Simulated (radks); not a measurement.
Question: The table gives one normalised radial function P(r) = r R(r) (large component) of Ag44+ in [He] 2s1 (r in bohr). Method: Dirac Kohn-Sham, LB94 model potential, spin-unpolarised, spherical densities, finite nucleus; Fermi nuclear charge, rms radius 4.5454 fm; computed with a radial shooting solver on a logarithmic mesh with Libxc functionals.

r,P
0.00229,0.5431
0.002775,0.6347
0.003336,0.7334
0.004042,0.8471
0.004897,0.9706
0.005934,1.1009
0.007132,1.2274
0.008642,1.3536
0.01047,1.4627
0.01269,1.5388
0.01525,1.5621
0.01848,1.5110
0.02239,1.3562
0.02713,1.0717
0.03261,0.6603
0.03951,0.0838
0.04788,-0.6185
0.05801,-1.3854
0.06973,-2.0883
0.08449,-2.6658
0.1024,-2.9611
0.124,-2.8959
0.1491,-2.5046
0.1807,-1.8660
0.2189,-1.1758
0.2652,-0.6086
0.3188,-0.2602
0.3863,-0.0816

Which n and l does it have? It may be an empty orbital.

Answer: n = 2, l = 0: the number of nodes gives n - l - 1 = 1, the rise at small r points to l (this Dirac orbital starts outside the nucleus as r^gamma with gamma = sqrt((l + 1)^2 - (Z/c)^2) = 0.94; the j = 1/2 orbital of l + 1 starts with the same power, but with a smaller coefficient, and then steepens), and the extent must fit the shell. The curve is that of 2s1/2. 2s1/2: eigenvalue -7258.2 eV, 1 radial node at r = 0.0405 bohr, <r> = 0.125 bohr, 90 % of the charge inside 0.193 bohr.
